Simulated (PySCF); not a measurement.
Gas-phase equilibrium of 1 mol H2S, 77 mol SO2 at 1400 K and 10.0 bar, among 21 species (S2O, SO2, O2, O, S2, S6, HO2, H2S2, H2O, H, H2O2, H2S, O3, SO, SH, H2, S8, S, SO3, H2SO4, OH). Only gases are allowed; each row takes one source of thermochemistry for all species, and Cantera finds the minimum.

Method: PySCF energies (xtb for GFN2) plus ideal-gas RRHO corrections (1 bar). † marks an energy on the PBE0/def2-TZVP geometry and frequencies; other levels use their own. MP2 freezes the core. 6-31G* has spherical d functions here. Open shells (unrestricted) among the columns below: O2 (multiplicity 3), O (multiplicity 3, electronic degeneracy 9), S2 (multiplicity 3), SO (multiplicity 3), S (multiplicity 3, electronic degeneracy 9), OH (multiplicity 2, electronic degeneracy 4); the rest are closed-shell singlets. GFN2 has no spin-polarisation term. Spin-orbit splitting is ignored; it lowers the true energy and changes the entropy of O, S, OH. MP2 isn't extrapolated to the basis-set limit. The harmonic model lacks anharmonicity and excited electronic states, which grow with temperature; levels with a mode under 35 cm⁻¹ are left out.

Molecules larger than those listed are left out.

Mole fractions:

```csv
thermochemistry,x SO2,x O,x SO,x S,x S2,x O2,x H2O,x S2O,x OH
GFN2-xTB,0.98,<1e-12,5.2e-6,2.8e-8,0.0050,<1e-12,0.012,0.0055,4.3e-12
HF/6-31G*,0.013,0.50,0.41,0.040,0.017,0.016,0.0030,3.4e-8,0.0065
HF/def2-TZVP†,0.67,0.14,0.18,0.00068,0.00027,0.0052,0.0082,5.5e-8,0.0054
MP2/def2-TZVPP†,0.98,2.1e-12,0.00041,4.9e-7,0.0080,2.3e-10,0.013,0.0018,1.4e-8
PBE0/def2-TZVP,0.98,5.2e-11,0.0026,1.7e-7,0.0084,1.1e-7,0.013,0.00065,2.4e-7
LDA/def2-TZVP†,0.98,<1e-12,0.00012,6.9e-10,0.0035,2.8e-10,0.012,0.0076,3.8e-10
```
The most sensitive of these is O: it spans a factor of 10^11.7 over these rows; at this temperature one factor of ten is RT ln 10 = 27 kJ/mol.
